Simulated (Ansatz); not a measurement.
Two isomers of CH9GeNSi: A = `C[SiH2][NH][GeH3]`, B = `N[CH2][GeH2][SiH3]`.

Computed with Ansatz on PBE0-D4/def2-TZVP structures; ΔE is electronic, products minus reactants. CCSD(T)/CBS is the MP2 limit (def2-TZVPP, def2-QZVPP) plus CCSD(T) − MP2 in def2-TZVPP, frozen cores. Functionals use def2-TZVPP. B3LYP here is the variant with VWN-RPA as its local correlation; programs differ in this. For Ge outer-core shells are correlated without core-valence functions, which leaves a few kJ/mol of doubt a bond. Scalar relativity is left out up to krypton. Each species was taken in one conformer, which may not be the lowest.

Q: Which is lower in electronic energy at CCSD(T)/CBS, and by how much? (Estimate.)

A: The calculation gave: A, by 34.2 kcal/mol.

Q: Give E(B) − E(A) in kcal/mol with r2SCAN-D4, ωB97M-V, HF/def2-TZVPP, B3LYP-D4, CCSD/def2-TZVPP, CCSD(T)/def2-TZVPP, PBE0-D4. (Estimate.)

A: Ansatz gave: r2SCAN-D4 33.4, ωB97M-V 34.5, HF/def2-TZVPP 38.7, B3LYP-D4 33.2, CCSD/def2-TZVPP 34.4, CCSD(T)/def2-TZVPP 34.0, PBE0-D4 30.8. None reverses the order clearly.

Largest T1 diagnostic: 0.011.

From PBE to PBE0 (25 % exact exchange), in def2-TZVPP and without D4, E(B) − E(A) moves by +2.1 kcal/mol. In def2-TZVPP, CCSD(T) changes the Hartree–Fock value by −4.8 kcal/mol (the triples alone add −0.5 kcal/mol) and MP2 by −2.5 kcal/mol.
